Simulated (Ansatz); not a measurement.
Mulliken charges of `C=C[SiH](F)C#N` from ωB97M-V/def2-TZVPP in Ansatz (PBE0-D4/def2-TZVP geometry).

```csv
atom,x (Å),y (Å),z (Å),charge (e)
C1,-0.851,-1.519,-0.630,-0.172
C2,-0.162,-0.399,-0.833,-0.239
Si3,0.804,0.401,0.510,0.633
F4,0.619,-0.418,1.862,-0.292
C5,0.146,2.105,0.815,-0.236
N6,-0.258,3.174,0.957,-0.017
H7,-0.879,-2.005,0.340,0.115
H8,-1.418,-1.995,-1.425,0.120
H9,-0.165,0.056,-1.822,0.112
H10,2.246,0.548,0.230,-0.021
```

Task: By hand: the dipole of these point charges (1 e Å = 4.8032 D).

Result: Σ q r = (0.146, -0.293, -0.463) e Å, of length 0.567 e Å = 2.72 D.

Task: How does the dipole of the full density compare? (Best estimate.)

Result: Ansatz gave: (0.115, -0.675, -0.442) e Å, 3.91 D; the point charges give 0.70 times that, at 25° from its direction.

Point charges leave out the atoms' own dipoles, such as those of lone pairs, and Mulliken's split depends on the basis, so the two needn't agree.
